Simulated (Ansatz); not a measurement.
A structure relaxed at PBE0-D4/def2-TZVP, charge 0, multiplicity 1:

```xyz
9

F    -1.797    1.164   -1.018
Si   -1.503   -0.228   -0.316
F    -2.020   -0.072    1.176
O     0.059   -0.561   -0.343
Ge    1.596    0.124    0.264
H    -2.275   -1.278   -0.987
H     2.598   -0.055   -0.880
H     1.362    1.602    0.603
H     1.980   -0.696    1.501
```

**Question.** Give its formula and SMILES.

**Answer.** F2GeH4OSi, `F[SiH](F)[O][GeH3]`.

**Question.** Summarise the bond lengths by kind.

**Answer.** 2 × F–Si 1.586 to 1.587 Å; 1 × O–Si 1.598 Å; 1 × H–Si 1.465 Å; 1 × Ge–O 1.788 Å; 3 × Ge–H 1.531 to 1.534 Å.

All numbers were calculated with Ansatz.
